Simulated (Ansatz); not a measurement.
Isolated molecules relaxed with PBE0-D4/def2-TZVP in Ansatz; ΔE leaves out vibrations. CCSD(T)/CBS is the MP2 limit (def2-TZVPP, def2-QZVPP) plus CCSD(T) − MP2 in def2-TZVPP, frozen cores. This one scheme is used for every species. Functionals use def2-TZVPP. For Ge outer-core shells are correlated without core-valence functions, which leaves a few kJ/mol of doubt a bond. Scalar relativity is left out up to krypton. Each species was taken in one conformer, which may not be the lowest.

`[SiH3][SiH2]S` + `[NH2][GeH3]` → `[SiH3][SiH2][NH][GeH3]` + H₂S  (ligand exchange at the Si–S bond)

Question: Is it downhill or uphill in electronic energy at CCSD(T)/CBS, and by how much? (Best estimate.)

Answer: The calculation gave: Nearly level: ΔE = +0.03 eV.

Question: What do these levels give: PBE-D4, PBE0-D4, r2SCANh-D4, CAM-B3LYP-D4, r2SCANh, CAM-B3LYP? (Best estimate.)

Answer: The calculation gave: PBE-D4 0.13, PBE0-D4 0.10, r2SCANh-D4 0.08, CAM-B3LYP-D4 -0.02, r2SCANh 0.09, CAM-B3LYP 0.01 eV.

Largest T1 diagnostic among the species: 0.012.

At CCSD(T), def2-SVP lies −0.07 eV from the extrapolated value and def2-TZVPP −0.03 eV. From BLYP to BHLYP (50 % exact exchange), in def2-TZVPP and without D4, ΔE moves by −0.06 eV.
